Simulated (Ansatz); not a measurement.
Computed with Ansatz on PBE0-D4/def2-TZVP structures; ΔE is electronic, products minus reactants. CCSD(T)/CBS adds triple-zeta CCSD(T) − MP2 to the extrapolated MP2 energy (def2 sets, frozen cores). Functionals use def2-TZVPP. For Br, Ga outer-core shells are correlated without core-valence functions, which leaves a few kJ/mol of doubt a bond. Scalar relativity is left out up to krypton. Each species was taken in one conformer, which may not be the lowest.

Reaction (formal exchange of groups at a Ga–H bond): `[NH2][GaH][NH2]` + `FC(F)(Cl)Br` → `[NH2][Ga]([NH2])[Br]` + `FC(F)Cl`

`[NH2][GaH][NH2]`:

```xyz
8

N     0.802    0.379   -1.303
Ga   -0.165    0.600    0.219
N    -0.654   -0.903    1.114
H     1.047   -0.510   -1.700
H     1.081    1.144   -1.891
H    -0.554    2.013    0.734
H    -1.155   -0.886    1.984
H    -0.403   -1.837    0.843
```

`FC(F)(Cl)Br`:

```xyz
5

F    -0.627   -1.238    0.071
C    -0.090   -0.032   -0.052
F    -0.518    0.494   -1.190
Cl   -0.603    0.977    1.289
Br    1.838   -0.202   -0.118
```

`[NH2][Ga]([NH2])[Br]`:

```xyz
8

N     0.714   -0.650    1.339
Ga    0.014   -0.336   -0.299
N    -0.737    1.222   -0.830
Br    0.083   -2.046   -1.820
H     0.955    0.101    1.964
H     1.294   -1.458    1.487
H    -1.036    1.917   -0.168
H    -1.286    1.250   -1.673
```

`FC(F)Cl`:

Cartesian coordinates in Å:
```
F 0.508 0.142 1.242
C 0.102 -0.044 -0.015
F -0.320 -1.304 -0.137
Cl -1.217 1.065 -0.385
H 0.926 0.142 -0.705
```

```tsv
level	ΔE (kJ/mol)
r2SCANh-D4	-209.2
r2SCAN0-D4	-215.9
CAM-B3LYP-D4	-208.4
revPBE	-198.8
CAM-B3LYP	-208.8
MP2/def2-TZVPP	-216.5
HF/def2-QZVPP	-245.7
MP2/CBS(def2)	-212.9
```

**Question.** What does CCSD(T)/CBS give? (Estimate.)

**Answer.** Ansatz gave: -211.2 kJ/mol. The listed levels differ from it by 2.0, -4.7, 2.8, 12.4, 2.4, -5.3, -34.5, -1.7 kJ/mol.

Largest T1 diagnostic among the species: 0.013.

From r2SCAN to r2SCAN0 (25 % exact exchange), in def2-TZVPP and without D4, ΔE moves by −11.3 kJ/mol. In def2-TZVPP, CCSD(T) changes the Hartree–Fock value by +32.7 kJ/mol (the triples alone add +5.3 kJ/mol) and MP2 by +31.0 kJ/mol. Leaving LDA and LC-ωPBE aside and taking each functional with its dispersion term where it has one, the values, not all of them listed here, spread over 33.4 kJ/mol, from BHLYP-D4 to revPBE-D4. LDA lies +12.2 kJ/mol from PBE without D4.
